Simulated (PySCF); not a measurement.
SMILES [F][Pb][I] (FIPb) (PBE0/def2-SVP optimised geometry):

```
3

Pb    -1.238    -1.013     0.000
F     -1.592     1.013     0.000
I      1.592    -1.013     0.000
```

Level of theory: PBE0/def2-TZVP, def2 effective core potentials past Kr (PySCF).

### Question
What are the frontier orbital energies and the dipole moment?

### Answer
HOMO-2 -7.88 eV, HOMO-1 -7.63 eV, HOMO -7.44 eV, LUMO -3.11 eV, LUMO+1 -1.31 eV; dipole moment 4.41 D.
